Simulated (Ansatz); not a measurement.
The cluster SiO4H4. The state is a singlet with charge 0. Geometry r2SCAN-D4/def2-SVP, basis def2-TZVP, Ansatz.

```xyz
9

Si   -0.1786   -0.5610   -0.3964
O    -0.2810    1.6062   -0.3295
O     0.5885   -0.1916    1.0965
O     0.8209   -1.6214    1.3729
O     0.2199   -2.1644    0.1594
H     0.6348    1.9178   -0.2367
H     0.5354   -0.3340   -1.6787
H    -1.6560   -0.4765   -0.5152
H    -0.6839    1.8249    0.5277
```

```tsv
run	HOMO (eV)	LUMO (eV)
A	-9.28	0.95
B	-6.51	-1.13
C	-6.75	-0.77
D	-5.29	-1.37
E	-4.91	-1.84
```

B3LYP takes the VWN-RPA correlation. The structure holds 2 bond(s) between oxygen atoms. Another isomer (singlet) lies 3.78 eV lower at PBE0-D4/def2-TZVP; other spin states weren't run for this one.

The runs used B3LYP, PBE, PBE0, r2SCAN, ωB97M-V. Estimate which is which.

A ωB97M-V (range-separated); B B3LYP (20 % exact exchange); C PBE0 (25 % exact exchange); D r2SCAN (0 % exact exchange); E PBE (0 % exact exchange). Exact exchange lowers occupied and raises empty levels; among semilocal functionals meta-GGAs tend to open the gap a little, and such runs are hard to tell apart. The gap grows from 3.07 eV (PBE) to 10.22 eV (ωB97M-V).
